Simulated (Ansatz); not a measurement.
Molecule: C6H11, charge 0, multiplicity 2. It need not be the lowest isomer of its formula. 
Geometry from a B3LYP-D3(BJ)/def2-TZVP (Ansatz, a first-principles code) optimisation:
```xyz
17

C      2.9582    -0.8285     0.1631
C      1.8962     0.1801    -0.0758
C      0.4711    -0.4144    -0.0468
C     -0.6098     0.6450    -0.2938
C     -1.9891     0.0649    -0.3150
C     -2.9612     0.3694     0.5352
H      3.3340    -1.4403    -0.6461
H      3.2724    -1.0788     1.1673
H      2.0433     0.6603    -1.0492
H      1.9509     0.9718     0.6785
H      0.2957    -0.8936     0.9197
H      0.3948    -1.2020    -0.8020
H     -0.5474     1.4211     0.4742
H     -0.4057     1.1335    -1.2540
H     -2.1788    -0.6762    -1.0883
H     -2.8149     1.0999     1.3234
H     -3.9370    -0.0952     0.4750
```
Charge 0, spin multiplicity 2.

Basis-set convergence of Hartree-Fock and MP2 correlation energies (hartree) with Ansatz. Valence correlation only, unless marked. UHF or UKS for open shells. No spin-orbit coupling. Non-relativistic.

```csv
basis,functions,E(HF),"E(corr, MP2)"
cc-pVDZ,139,-233.56284,-0.81197
cc-pVTZ,334,?,?
```

Task: Some entries are withheld; supply them.

Result: 
- cc-pVTZ, E(HF): -233.62712
- cc-pVTZ, E(corr, MP2): -0.99261
